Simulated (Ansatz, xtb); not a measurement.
**Relaxing a trial structure of C4H5FGeO**

The starting geometry of this gas-phase singlet was built from a drawn formula by distance geometry and a force field; its bonds are those of `C=CC1=[C](F)[GeH2][O]1`.

```
atom    x (Å)    y (Å)    z (Å)
   C  -1.8327  -0.8809  -2.9133
   C  -1.5246  -1.0541  -1.6834
   C  -0.1992  -0.6282  -1.1533
   C   0.3282  -0.7564   0.0808
   F  -0.1069  -1.2566   1.2844
  Ge   1.9188   0.0020  -0.3550
   O   0.9335  -0.0075  -1.8013
   H  -1.1674  -0.4219  -3.6083
   H  -2.8157  -1.1946  -3.2467
   H  -2.2441  -1.5168  -0.9901
   H   3.0698  -0.9781  -0.4230
   H   2.0812   1.4624   0.2344
```

Q: Predict what it relaxes into with r2SCAN-D4/def2-SVP.

A: It keeps its bonds, and is `C=CC1=[C](F)[GeH2][O]1`.

The energy falls by 1.05 eV over 8 steps:

```json
{"step": "1", "E − E(last) (eV)": "1.047"}
{"step": "2", "E − E(last) (eV)": "0.189"}
{"step": "3", "E − E(last) (eV)": "0.033"}
{"step": "4", "E − E(last) (eV)": "0.016"}
{"step": "5", "E − E(last) (eV)": "0.001"}
{"step": "6", "E − E(last) (eV)": "0.000"}
{"step": "7", "E − E(last) (eV)": "0.000"}
{"step": "8", "E − E(last) (eV)": "0.000"}
```

Final geometry (Å):

```xyz
12

C    -1.7839   -0.8467   -2.9162
C    -1.4893   -1.0607   -1.6210
C    -0.2233   -0.6874   -1.0356
C     0.2540   -0.8205    0.2374
F    -0.3478   -1.3471    1.3028
Ge    1.9007    0.0112   -0.3357
O     0.7542   -0.0809   -1.8065
H    -1.0528   -0.3723   -3.5769
H    -2.7502   -1.1385   -3.3350
H    -2.2047   -1.5342   -0.9398
H     3.1663   -0.8207   -0.5723
H     2.2177    1.4671    0.0240
```

From the same start GFN2-xTB reaches the same bonding as this run.

No frequencies were run, so the end isn't proven a minimum. Run with Ansatz 0.2.0, 26 s on 4 threads of Arm Neoverse V1 (shared host).
